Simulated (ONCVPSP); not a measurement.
**Configuration tests for Ag (ONCV)**

- Element: Ag
- Generator: ONCVPSP 4.0.1
- Type: optimised norm-conserving Vanderbilt (ONCV)
- Functional: PBE
- Relativity: fully relativistic
- Frozen core: [Ar] 3d10
- Valence charge: 19
- Reference configuration: 4s2 4p6 4d10 5s1
- Partial waves: 4s+5s: rc 1.40 bohr, ncon 4, nbas 7, qcut 10.6 1/bohr, 2 projectors; 4p: rc 1.15 bohr, ncon 4, nbas 8, qcut 7.1 1/bohr, 2 projectors, debl 3.9 Ha; 4d: rc 1.55 bohr, ncon 4, nbas 9, qcut 9.5 1/bohr, 2 projectors, debl 1.4 Ha; f scattering state at 0.44 Ha: rc 1.20 bohr, ncon 4, nbas 8, qcut 10.1 1/bohr, 2 projectors, debl 3.9 Ha
- Local potential: polynomial inside 1.10 bohr (lpopt 5, dvloc0 0 Ha)
- Core correction: polynomial model core, fcfact 0.4

Open shells are filled in proportion to 2j + 1.

Energies are relative to the spin-unpolarised reference configuration 4s2 4p6 4d10 5s1; without spin polarisation the order of configurations can differ from experiment.

| valence configuration | charge | ΔE all-electron (eV) | error AE − PS (meV) |
| --- | --- | --- | --- |
| 4s2 4p6 4d9 5s0 | +2 | 29.875 | +0.9 |
| 4s2 4p6 4d8 5s0 | +3 | 66.065 | +5.4 |

What are ΔE and the potential's error for 4s2 4p6 4d10 5s0.5?

ΔE = 3.018 eV all-electron; the error (AE − PS) is 0.0 meV.

What are ΔE and the potential's error for 4s2 4p6 4d10 5s0?

ΔE = 7.759 eV all-electron; the error (AE − PS) is +0.2 meV.
